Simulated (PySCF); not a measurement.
Work out the structure from these simulated measurements.

Elements present: C, H, P and S. Monoisotopic mass: 168.0163 u.

| Item | Value |
| --- | --- |
| Polarisability | 139.0 au [wB97X-D/def2-SVPD] |
| Triplet | lowest triplet excitation (Tamm–Dancoff): 3.63 eV [TDA wB97X-D/def2-SVPD] |
| Valence photoelectron | vertical ionisation energy: 8.04 eV [ΔSCF wB97X-D/def2-SVPD] |
| NMR, other nuclei | isotropic shieldings of nuclei other than C and H, by class: 391 (1 P), 254 (1 S) ppm [GIAO PBE0/pcSseg-1] |
| 1H NMR | chemical shifts (computed TMS as zero) by class: 7.70 (1 H), 7.34 (1 H), 7.17 (1 H), 2.13 (3 H), 1.36 (3 H) ppm [GIAO PBE0/pcSseg-1] |
| 13C NMR | chemical shifts (computed TMS as zero) by class: 150.8 (1 C), 138.5 (1 C), 137.0 (1 C), 132.3 (1 C), 111.7 (1 C), 82.4 (1 C), 23.1 (1 C), 6.1 (1 C) ppm [GIAO PBE0/pcSseg-1] |
| Dipole | 2.31 D [wB97X-D/def2-SVPD] |
| UV, first state | lowest singlet excitation: 4.96 eV (250 nm, f = 0.139) [TDDFT wB97X-D/def2-SVPD] |
| Rotational structure | rotational constants A, B, C: 1.742, 0.583, 0.476 GHz [PBE0-D3(BJ)/def2-SVP] |

Gas-phase values; electronic properties from PySCF, density fitting. Levels stand in brackets. Isolated species at its PBE0-D3(BJ)/def2-SVP geometry (one conformer only). Each NMR value is the plain mean over a class of atoms that symmetry, rotation or inversion makes alike.

Q: Which formula fits the mass and the elements?

A: C8H9PS (calculated 168.0163). No other formula that holds each of these elements comes within 0.0003 u with a fitting electron parity and a possible valence count.

Q: Give a SMILES that accounts for the data.

A: Numbering: `[CH3:1][C:2]#[C:3][P:4]([CH3:5])[c:6]1[cH:7][cH:8][cH:9][s:10]1`. 8 carbons fall into 8 classes; from least to most shielded: substituted aromatic carbon [C6] (150.8 ppm), aromatic CH next to a ring sulfur [C9] (138.5 ppm), aromatic CH carbon [C7] (137.0 ppm), aromatic CH carbon [C8] (132.3 ppm), alkyne carbon [C2] (111.7 ppm), alkyne carbon [C3] (82.4 ppm), chain sp3 carbon bound to phosphorus [C5] (23.1 ppm), propargylic carbon [C1] (6.1 ppm). Hydrogen classes from least to most shielded: 1 H on an aromatic CH carbon, C7 (7.70 ppm), 1 H on an aromatic CH next to a ring sulfur, C9 (7.34 ppm), 1 H on an aromatic CH carbon, C8 (7.17 ppm), 3 H on a propargylic carbon, C1 (2.13 ppm), 3 H on an sp3 carbon bound to phosphorus, C5 (1.36 ppm, a mean of values up to 0.6 ppm apart in this geometry). The other shieldings belong to: 391 ppm, phosphine phosphorus [P4]; 254 ppm, thiophene-type sulfur [S10]. The first electron is taken from the HOMO, whose largest Löwdin shares are 0.31 on the phosphine phosphorus, 0.12 on the substituted aromatic carbon, 0.10 on the aromatic CH next to a ring sulfur and 0.10 on an alkyne carbon. The optimised geometry has point group C1 and is an asymmetric top. Structure: `s1cccc1P(C)C#CC`. Computed isomers that give other values at the same levels: `S=[PH]1Cc2ccccc2C1` (lowest singlet excitation: 5.30 eV (234 nm, f = 0.005)). The assignments are read from this structure; whether some other isomer fits the data as well wasn't checked.

Conformer computed: `[CH3:1][C:2]#[C:3][P:4]([CH3:5])[c:6]1[cH:7][cH:8][cH:9][s:10]1`: C3–P4–C6–C7 -12°.
